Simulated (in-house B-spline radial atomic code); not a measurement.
# RPA and G0W0 on r2SCAN: Cl III (Cl2+)

Configuration [Ne] 3s2 3p3, highest spin, mean-field start r2SCAN. Computed with an all-electron radial atomic-structure program (B-spline basis): all electrons, non-relativistic, point nucleus, each spin shell either full or empty, empty states to l = 9 with an (l + 1/2)⁻⁴ tail; G0W0 by contour deformation at full frequency.

Command:
```bash
python run_gw.py task.json out
```
Settings (radii: box in bohr, nucleus in fm):
```
Z                        17
electrons                15
configuration            [Ne] 3s2 3p3
hamiltonian              nr
method                   r2scan
lmax                     9
spin_polarised           True
box_radius               17.55
intervals                49
```

Run time, properties included: 1.7 s on 1 thread of Intel(R) Xeon(R) Platinum 8488C (Sapphire Rapids) (shared host).

Energies (hartree):

| term | value |
| --- | --- |
| mean-field total | -458.77954 |
| Hartree-Fock functional on these orbitals | -458.22207 |
| direct second order | -1.0147 |
| second-order exchange | 0.37097 |
| SOSEX correction | 0.33323 |

What is the RPA correlation energy, and what remains with SOSEX?

RPA gives -0.88081 hartree (-1.6 eV per electron); RPA + SOSEX gives -0.54758, and the second-order doubles -0.64369 hartree (no singles). SOSEX takes back 38 % of the RPA value.

Quasi-particle levels (eV):

```json
{"level": "3p up", "occupied": "yes", "mean field": "-33.77", "Σx - vxc": "-5.84", "Σc": "?", "QP weight": "?", "G0W0": "?"}
{"level": "3s down", "occupied": "yes", "mean field": "-42.12", "Σx - vxc": "-4.33", "Σc": "-2.12", "QP weight": "0.927", "G0W0": "-48.57"}
{"level": "3p down", "occupied": "no", "mean field": "-28.617", "Σx - vxc": "7.49", "Σc": "-3.00", "QP weight": "0.927", "G0W0": "-24.123"}
```

G0W0 = mean field + (Σx - vxc) + Σc, with Σc (partial-wave tail included) taken at the quasi-particle energy. Only the outer levels were computed. Levels of low weight are left out.

Where does G0W0 put 3p up?

At -39.65 eV, with Σc = -0.04 eV and a quasi-particle weight of 0.925. The tabulated removal energy is 39.8 ± 0.11 eV (NIST, semi-empirical); the calculation leaves out relativity, Breit and QED terms, and what these don't explain is the method's own error.
